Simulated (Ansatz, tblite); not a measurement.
Cost and result up the ladder for (F)3Zr-NH-SiH3 (ZrSiNF3H4) (10 atoms). The state is a singlet with charge 0. Geometry: PBE0-D4/def2-SVP.

```xyz
10

Zr   -0.6424    0.2095   -1.5345
F    -0.2247    2.0625   -1.6943
F     0.6921   -0.7874   -2.4617
F    -2.3914   -0.1782   -2.1740
N    -0.5953   -0.3009    0.4246
Si    0.8209   -0.1292    1.4406
H    -1.4198   -0.6839    0.8895
H     0.5923    0.8044    2.5852
H     1.8724    0.4411    0.5413
H     1.2960   -1.4379    1.9831
```

Ansatz on 4 threads of Arm Neoverse V1 on a shared host; xTB runs through tblite on one thread. Times are rough, summed over both states, and most runs start from the orbitals of an earlier one. PBE0-D4/def2-TZVP serves as the yardstick here, not as an exact answer. Differences are given only for rows in sets of like size (and for xTB, whose basis is part of the method), since another set adds its own error. The other state is a triplet at its own geometry, which has other bonds, so the gap mixes isomer and spin.

In the def2 sets Zr takes a core potential, while STO-3G treats all electrons; there is no spin–orbit coupling. The xTB rows come from tblite. HSE06 is defined as in plane-wave codes, on full-range PBE exchange. Correlated methods freeze 9 core orbitals; core or outer-core shells of Zr are correlated, in sets that lack core-valence functions. The rows differ in basis, and correlated rows in double-zeta sets carry the largest basis error.

Second-order perturbation terms are unreliable where d shells bring near-degenerate states, and here MP2/def2-TZVP lies more than 0.4 eV from the median of the functionals without such a term.

Correlated methods converge slowly with the basis, most of all in double-zeta sets (MP2 moves by 0.15 eV from def2-SVP to def2-TZVP here).

xTB has no spin-polarisation term.

| level | functions | wall time |
| --- | --- | --- |
| GFN2-xTB | 38 | 0.013 s |
| GFN1-xTB | 42 | 0.016 s |
| HF/STO-3G | 60 | 1.1 s |
| PBE-D4/def2-TZVP | 225 | 6.8 s |
| MP2/def2-TZVP | 225 | 9.5 s |
| HSE06-D4/def2-TZVP | 225 | 12 s |
| PBE0-D4/def2-TZVP (with forces) | 225 | 13 s |
| r2SCAN-D4/def2-TZVP | 225 | 16 s |
| B97M-V/def2-TZVP | 225 | 28 s |
| CCSD(T)/def2-SVP | 125 | 2.1 min |

Q: Estimate what each level gives for the triplet − singlet (eV).

A: 
```csv
level,triplet − singlet (eV),difference from PBE0-D4/def2-TZVP (eV)
GFN2-xTB,4.65,0.85
GFN1-xTB,3.96,0.16
HF/STO-3G,3.05,–
PBE-D4/def2-TZVP,3.84,0.04
MP2/def2-TZVP,4.36,0.56
HSE06-D4/def2-TZVP,3.80,0.01
PBE0-D4/def2-TZVP (with forces),3.80,0.00
r2SCAN-D4/def2-TZVP,3.72,-0.08
B97M-V/def2-TZVP,3.80,0.01
CCSD(T)/def2-SVP,3.86,–
```
